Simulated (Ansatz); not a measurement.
A nudged elastic band was laid between two geometries of BrClH₂OZn (6 atoms, charge 0, multiplicity 1).

Theory: RKS PBE0-D4/def2-SVP (Ansatz 0.2.0).

```
movable images  : 7
climbing image  : yes
spring          : 5.0 eV/Å²
optimiser       : quadratic models (default)
start path      : through a guess of the saddle point
force threshold : 0.03 eV/Å
iteration limit : 60
end points      : relaxed
```

First end point:

```xyz
6
Properties=species:S:1:pos:R:3
Zn 0.169 -0.097 0.187
Cl 0.399 0.272 2.289
O 0.481 -0.281 -1.549
H -0.291 -0.561 -2.052
Br -2.649 -0.669 0.834
H -1.834 -0.303 1.970
```

Last end point:

```xyz
6
Properties=species:S:1:pos:R:3
Zn -0.855 -0.398 -0.212
Cl 0.191 0.203 2.166
O 0.540 -0.233 -1.305
H 0.335 -0.438 -2.223
Br -2.903 -0.743 0.721
H -1.034 -0.029 2.531
```

Problem. What changes between the two ends?

Solution. Bonds broken: Zn1–Cl2, Br5–H6. Bonds formed: Zn1–Br5, Cl2–H6.

Problem. What energy profile does the band end with?

Solution. The forces met the threshold. The highest image is number 4 of 0 to 8, 0.124 eV above the first end and 0.312 eV above the last; the last end lies 0.188 eV below the first. A vibrational analysis at the climbing image gives one clearly imaginary mode, 296i cm⁻¹: a first-order saddle point. The orbitals stay closed-shell, which can raise the energy where a bond breaks towards radicals; this wasn't checked here.

| image | path coordinate (Å) | energy (eV) | Zn1–Cl2 (Å) | Br5–H6 (Å) | Zn1–Br5 (Å) |
| --- | --- | --- | --- | --- | --- |
| 0 | 0.00 | 0.000 | 2.15 | 1.45 | 2.95 |
| 1 | 0.20 | 0.008 | 2.16 | 1.46 | 2.88 |
| 2 | 0.39 | 0.038 | 2.18 | 1.48 | 2.78 |
| 3 | 0.59 | 0.089 | 2.22 | 1.53 | 2.65 |
| 4 | 0.79 | 0.124 | 2.29 | 1.65 | 2.54 |
| 5 | 1.09 | 0.018 | 2.42 | 1.93 | 2.40 |
| 6 | 1.38 | -0.108 | 2.55 | 2.20 | 2.33 |
| 7 | 1.68 | -0.171 | 2.63 | 2.43 | 2.29 |
| 8 | 1.98 | -0.188 | 2.67 | 2.70 | 2.28 |

Problem. What is the geometry of the highest image?

Solution. 
```xyz
6
Properties=species:S:1:pos:R:3
Zn -0.271 -0.226 0.092
Cl 0.131 0.218 2.298
O 0.543 -0.298 -1.493
H -0.051 -0.544 -2.209
Br -2.625 -0.612 0.958
H -1.453 -0.178 2.033
```

Problem. What are the harmonic wavenumbers there?

Solution. 296i, 108, 115, 196, 216, 313, 540, 621, 683, 785, 1128, 3909 cm⁻¹.

Run time: 4.4 min on 2 threads of Arm Neoverse V2 (shared host), peak memory 0.28 GiB.
